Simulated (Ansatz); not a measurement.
The cluster B₄P₅⁻, 9 atoms. Hardware: 4 threads of Arm Neoverse V1 on a shared host.

Correlated methods freeze 29 core orbitals.

Problem. How many basis functions does each of these Ansatz runs have, and roughly what does it cost? B97M-V/def2-TZVPD, charge -1 singlet, energy, from earlier orbitals; B3LYP-D4/def2-SVPD, charge -1 singlet, relaxation, 10 steps; CCSD(T)/def2-SVPD, charge -1 singlet, energy, from earlier orbitals; PBE-D4/def2-TZVPD, charge -1 singlet, energy and forces, from earlier orbitals; HF/def2-TZVPD, charge -1 singlet, energy, from earlier orbitals; r2SCAN0-D4/def2-TZVPD, charge -1 singlet, energy, from earlier orbitals; PBE0-D4/def2-TZVPD, charge -1 singlet, energy, from earlier orbitals; r2SCAN-D4/def2-TZVPD, charge -1 singlet, energy, from earlier orbitals; RPA@PBE/def2-SVPD, charge -1 singlet, energy, from earlier orbitals.

Solution. Other jobs shared the machine, so times can vary by a factor of up to 3.

| run | functions | fitting or Cholesky vectors | wall time | peak host memory (GiB) |
| --- | --- | --- | --- | --- |
| RPA@PBE/def2-SVPD, charge -1 singlet, energy, from earlier orbitals | 200 | 1871 | 7 s | 0.62 |
| PBE-D4/def2-TZVPD, charge -1 singlet, energy and forces, from earlier orbitals | 363 | 2035 | 12 s | 0.97 |
| HF/def2-TZVPD, charge -1 singlet, energy, from earlier orbitals | 363 | 2703 | 14 s | 1.8 |
| r2SCAN-D4/def2-TZVPD, charge -1 singlet, energy, from earlier orbitals | 363 | 2035 | 19 s | 1 |
| PBE0-D4/def2-TZVPD, charge -1 singlet, energy, from earlier orbitals | 363 | 2120 | 22 s | 1.7 |
| r2SCAN0-D4/def2-TZVPD, charge -1 singlet, energy, from earlier orbitals | 363 | 2120 | 26 s | 1.8 |
| B97M-V/def2-TZVPD, charge -1 singlet, energy, from earlier orbitals | 363 | 2035 | 33 s | 1.1 |
| B3LYP-D4/def2-SVPD, charge -1 singlet, relaxation, 10 steps | 200 | 2083 | 60 s | 0.76 |
| CCSD(T)/def2-SVPD, charge -1 singlet, energy, from earlier orbitals | 200 | 1871 | 81 s | 2.5 |
